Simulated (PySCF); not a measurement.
Delta-SCF ions had no search for a lower state. Excitations are Tamm–Dancoff values on a coarser integration grid. The basis has no diffuse functions, so Rydberg states are missing or too high.

Cartesian coordinates (Å):
```xyz
4

F     -0.0162     1.4470    -0.0032
B     -0.0015     0.1362    -0.0003
Br     1.6805    -0.7729     0.0011
Br    -1.6628    -0.8103     0.0023
```
Charge 0, multiplicity 1.

Task: What S1 excitation (TDA), dipole moment, brightest of the four lowest singlets (TDA), total energy, HOMO, vertical ionisation energy (Delta-SCF), LUMO and T1 excitation (TDA) does ωB97X-D3(BJ)/def2-TZVP // B3LYP-D3(BJ)/def2-TZVP (PySCF 2.14.0) give?

Result: 
```json
{
  "S1 excitation (TDA)": "6.14 eV",
  "dipole_moment": "0.25 D",
  "brightest of the four lowest singlets (TDA)": "7.03 eV",
  "total_energy": "-5273.0371 Ha",
  "HOMO": "-11.06 eV",
  "vertical ionisation energy (Delta-SCF)": "11.26 eV",
  "LUMO": "0.82 eV",
  "T1 excitation (TDA)": "6.00 eV"
}
```
